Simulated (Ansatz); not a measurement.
Start from `[F][Y]([Cl])[Cl]` and change one atom or group to get `[NH2][Y]([F])[Cl]`.

Ansatz, PBE0-D4/def2-TZVP geometries, multiplicity 1. Each molecule was computed in one conformer, which needn't be the lowest.

Elements past krypton have def2 core potentials.

```json
{"property": "HOMO–LUMO gap (ωB97M-V/def2-TZVPP) / eV", "`[F][Y]([Cl])[Cl]`": "10.06"}
{"property": "HOMO energy (ωB97M-V/def2-TZVPP) / eV", "`[F][Y]([Cl])[Cl]`": "-11.33"}
{"property": "LUMO energy (ωB97M-V/def2-TZVPP) / eV", "`[F][Y]([Cl])[Cl]`": "-1.27"}
{"property": "LUMO energy (PBE/def2-TZVPP) / eV", "`[F][Y]([Cl])[Cl]`": "-3.50"}
{"property": "LUMO energy (PBE0/def2-TZVPP) / eV", "`[F][Y]([Cl])[Cl]`": "-2.73"}
{"property": "HOMO–LUMO gap (PBE0/def2-TZVPP) / eV", "`[F][Y]([Cl])[Cl]`": "6.34"}
```

(1) What does the change do to each property? (An estimate is asked.)

Answers

(1) The calculation gave: 
| property | `[NH2][Y]([F])[Cl]` | shift |
| --- | --- | --- |
| HOMO–LUMO gap (ωB97M-V/def2-TZVPP) / eV | 9.09 | -0.97 |
| HOMO energy (ωB97M-V/def2-TZVPP) / eV | -9.80 | 1.53 |
| LUMO energy (ωB97M-V/def2-TZVPP) / eV | -0.71 | 0.56 |
| LUMO energy (PBE/def2-TZVPP) / eV | -2.82 | 0.68 |
| LUMO energy (PBE0/def2-TZVPP) / eV | -2.06 | 0.67 |
| HOMO–LUMO gap (PBE0/def2-TZVPP) / eV | 5.39 | -0.95 |

With PBE0 the HOMO rises by 1.61 eV and the LUMO rises by 0.67 eV, so the gap narrows by about 0.94 eV. PBE moves the HOMO by 1.54 eV and ωB97M-V by 1.53 eV. The zero-point energy changes by 61.4 kJ/mol with +6 modes.
